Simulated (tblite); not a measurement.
Species: C4H5F2O2 (doublet state).
Structure used (GFN2-xTB), in Å, numbered top down from 1:
```
atom  x, y, z in Å
C1     2.0022   -0.3728    0.9312
C2     0.6201   -0.4477    0.4627
O3     0.5320   -0.3545   -0.9457
C4    -0.7358    0.0633   -1.2477
F5    -1.5574   -1.0013   -1.5085
C6    -1.2242    0.7832    0.0517
F7    -2.3441    0.1491    0.5236
O8    -0.1807    0.6621    0.9234
H9     2.7798   -0.1451    0.2325
H10    2.2031   -0.4805    1.9765
H11    0.1265   -1.3783    0.8144
H12   -0.7327    0.6866   -2.1477
H13   -1.4931    1.8363   -0.0842
```

Calculated harmonic vibrations of the isolated species, GFN2-xTB (tblite), most abundant isotopes, no scaling. This tight-binding method is rough: wavenumbers can miss measured ones by several per cent, in bad cases by 10 to 20. One conformer, not necessarily the lowest. Open shells enter through the occupations alone, without spin polarisation, and single modes of such species can be off by tens of per cent.

Harmonic wavenumbers (cm⁻¹): 75.9, 113.9, 125.2, 243.5, 267.9, 388.6, 478.6, 496.5, 514.1, 608.5, 675.2, 798.8, 834.3, 865.9, 899.9, 1005.4, 1036.5, 1055.6, 1074.7, 1116.8, 1156.4, 1194.0, 1216.3, 1230.5, 1279.6, 1285.1, 1296.8, 1344.9, 2746.1, 2950.5, 2961.4, 3158.3, 3220.8.

A = 3530, B = 1908, C = 1422 MHz; mass 123.026 u (most abundant isotopes); point group C1, symmetry number 1; spin multiplicity 2.

Q: Zero-point energy?

A: Half the sum of the wavenumbers: 18858 cm⁻¹ = 53.92 kcal/mol.

Q: What is S at 500 K and 1 bar for an ideal gas of classical rigid rotors and harmonic oscillators?

A: Translation 42.93, rotation 29.45, vibration 33.46, spin (R ln 2) 1.38: S = 107.2 cal/(mol K).

Q: And Cp and H(500 K) − H(0)?

A: Cp = 43.40 cal/(mol K), of which vibrations give 35.45 (their classical limit is 33 R = 65.6); H(500 K) − H(0) = 12.95 kcal/mol without the zero-point energy, 8.97 from vibrations.

Q: What must be added to the electronic energy to get the Gibbs energy at 500 K and 1 bar?

A: ZPE + [H(500 K) − H(0)] − T·S = 53.92 + 12.95 − 53.61 = 13.26 kcal/mol.

Q: Which modes carry the vibrational entropy at 500 K?

A: 75.9 cm⁻¹: 5.01; 113.9 cm⁻¹: 4.21; 125.2 cm⁻¹: 4.03; 243.5 cm⁻¹: 2.73; 267.9 cm⁻¹: 2.55; 388.6 cm⁻¹: 1.87 cal/(mol K); the other 27 give 13.05 together.

Q: How do the functions run with temperature in this model?

A: 
```json
{"T (K)": "150", "S (cal/(mol K))": "72.4", "Cp (cal/(mol K))": "18.3", "H − H(0) (kcal/mol)": "1.93", "G − H(0) (kcal/mol)": "-8.93", "ln q(vib)": "1.66"}
{"T (K)": "250", "S (cal/(mol K))": "83.5", "Cp (cal/(mol K))": "25.9", "H − H(0) (kcal/mol)": "4.13", "G − H(0) (kcal/mol)": "-16.74", "ln q(vib)": "3.35"}
{"T (K)": "298.15", "S (cal/(mol K))": "88.4", "Cp (cal/(mol K))": "29.8", "H − H(0) (kcal/mol)": "5.47", "G − H(0) (kcal/mol)": "-20.88", "ln q(vib)": "4.19"}
{"T (K)": "400", "S (cal/(mol K))": "98.2", "Cp (cal/(mol K))": "37.3", "H − H(0) (kcal/mol)": "8.90", "G − H(0) (kcal/mol)": "-30.38", "ln q(vib)": "6.00"}
{"T (K)": "600", "S (cal/(mol K))": "115.6", "Cp (cal/(mol K))": "48.1", "H − H(0) (kcal/mol)": "17.53", "G − H(0) (kcal/mol)": "-51.81", "ln q(vib)": "9.60"}
{"T (K)": "900", "S (cal/(mol K))": "137.0", "Cp (cal/(mol K))": "57.2", "H − H(0) (kcal/mol)": "33.47", "G − H(0) (kcal/mol)": "-89.81", "ln q(vib)": "14.75"}
```

q(vib) and H(0) count from the zero-point level.

Hindered rotation and anharmonicity are outside this model. Other conformers, if any are populated, would add a mixing term that is left out. The structure is chiral; the term R ln 2 for an equal mix with its mirror image is left out.
